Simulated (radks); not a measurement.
Problem. Successive ionisation energies (eV) of one element, from differences of total energies of ions in their ground configurations, starting at charge 44: 2241.7, 2305.4, 2369.3, 2692.2, 2755.0, 2817.3, 2897.8, 2962.3, 3026.0, 3345.7, 3419.1, 5647.8, 5795.5, 5944.2, 6093.7, 6243.7, 6437.4, 6593.3, 6750.0, 6907.5, 7065.5, 7760.5. Method: scalar-relativistic Kohn-Sham, BLYP, spin-polarised, spherical densities, finite nucleus; open shells are filled with parallel spins first (spin-orbit coupling, left out, can overturn this in heavy ions); Fermi nuclear charge, rms radius 5.5211 fm; computed with a radial shooting solver on a logarithmic mesh with Libxc functionals. Which element is it?

Solution. Bismuth (Z = 83). The first species listed is Bi44+ in [Kr] 4d3, the last Bi65+ in [Ar].
